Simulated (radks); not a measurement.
Values are calculated unless marked as measured or tabulated.
Q: Species: neutral rhodium. Configuration: [Ar] 3d10 4s2 4p5 4d9 5s1 (not the ground configuration). Code: a radial shooting solver on a logarithmic mesh with Libxc functionals. Model: Dirac Kohn-Sham, PBEsol, spin-unpolarised, spherical densities, point nucleus; open shells are shared between the two j in proportion to 2j + 1.

Spin-orbit splittings of the eigenvalues, e(l+1/2) - e(l-1/2), with zeta = 2 splitting/(2l+1) and mean radii in bohr:

shell  occ.  splitting (eV)  zeta (eV)  <r> j=l-1/2  <r> j=l+1/2
2p        6           144.5      96.35       0.1203       0.1252
3p        6               ?          ?       0.3832       0.3939
3d       10           4.907      1.963       0.3683       0.3718
4p        5           3.968      2.646        1.055        1.086
4d        9          0.4125     0.1650        1.537        1.562

Estimate the 3p splitting.

A: 24.87 eV (zeta = 16.58 eV).
